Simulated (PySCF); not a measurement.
# One molecule, many functionals

Compound: C4H3BBrP.
Numbering: `[CH:1]#[C:2][C:3]#[C:4][B:5]([PH2:6])[Br:7]` (hydrogens: H8 on C1; H9, H10 on P6)

Linear-response calculations in the def2-SVPD basis (PySCF; singlets by full response, triplets Tamm–Dancoff, core orbitals frozen in the response; HF means time-dependent Hartree–Fock). 'Strongest' is the level of largest summed f among the singlets computed (10 roots, of which the last may lack a degenerate partner); it can jump between rows when another state enters that window. S1 is the lowest singlet of each run and needn't be the same state throughout; f(S1) is that of one state. Geometry: PBE0-D3(BJ)/def2-SVP, one conformer, isolated molecule. Relativistic effects, spin–orbit coupling among them, are left out although an element past zinc is present.

```json
{"functional": "LDA", "kind": "LDA", "S1 (eV)": "3.01", "f(S1)": "0.018", "strongest (eV)": "5.41", "T1 (eV)": "2.59", "HOMO (eV)": "-6.53", "gap (eV)": "2.75", "ionisation energy, ΔSCF (eV)": "8.96"}
{"functional": "PBE", "kind": "GGA", "S1 (eV)": "3.03", "f(S1)": "0.015", "strongest (eV)": "5.43", "T1 (eV)": "2.58", "HOMO (eV)": "-6.39", "gap (eV)": "2.81", "ionisation energy, ΔSCF (eV)": "8.76"}
{"functional": "B3LYP", "kind": "global hybrid, 20% exact exchange", "S1 (eV)": "3.23", "f(S1)": "0.009", "strongest (eV)": "5.81", "T1 (eV)": "2.85", "HOMO (eV)": "-7.23", "gap (eV)": "4.25", "ionisation energy, ΔSCF (eV)": "9.04"}
{"functional": "PBE0", "kind": "global hybrid, 25% exact exchange", "S1 (eV)": "3.28", "f(S1)": "0.008", "strongest (eV)": "5.99", "T1 (eV)": "2.85", "HOMO (eV)": "-7.45", "gap (eV)": "4.59", "ionisation energy, ΔSCF (eV)": "9.10"}
{"functional": "BHandHLYP", "kind": "global hybrid, 50% exact exchange", "S1 (eV)": "3.40", "f(S1)": "0.004", "strongest (eV)": "6.64", "T1 (eV)": "3.06", "HOMO (eV)": "-8.38", "gap (eV)": "6.47", "ionisation energy, ΔSCF (eV)": "9.23"}
{"functional": "CAM-B3LYP", "kind": "range-separated hybrid", "S1 (eV)": "3.40", "f(S1)": "0.005", "strongest (eV)": "6.52", "T1 (eV)": "3.05", "HOMO (eV)": "-8.67", "gap (eV)": "6.85", "ionisation energy, ΔSCF (eV)": "9.34"}
{"functional": "LC-wPBE", "kind": "range-separated hybrid", "S1 (eV)": "3.54", "f(S1)": "0.004", "strongest (eV)": "6.29", "T1 (eV)": "3.12", "HOMO (eV)": "-10.00", "gap (eV)": "9.12", "ionisation energy, ΔSCF (eV)": "9.58"}
{"functional": "HF", "kind": "Hartree–Fock", "S1 (eV)": "3.31", "f(S1)": "0.001", "strongest (eV)": "6.70", "T1 (eV)": "2.89", "HOMO (eV)": "-9.84", "gap (eV)": "10.35", "ionisation energy, ΔSCF (eV)": "not settled"}
```

What does wB97X-D (range-separated hybrid) give?

S1 (eV) 3.43, f(S1) 0.005, strongest (eV) 6.57, T1 (eV) 3.11, HOMO (eV) -9.22, gap (eV) 8.01, ionisation energy, ΔSCF (eV) 9.35. S1 runs from 3.01 eV (LDA) to 3.54 eV (LC-wPBE), a spread of 0.53 eV, while the orbital gap spreads over 7.6 eV. −ε(HOMO) comes closest to its own ΔSCF ionisation energy with wB97X-D (-0.13 eV) and misses most with LDA (-2.42 eV). 'Not settled' means that the ion's SCF failed to converge or may have ended in another state than the lowest.
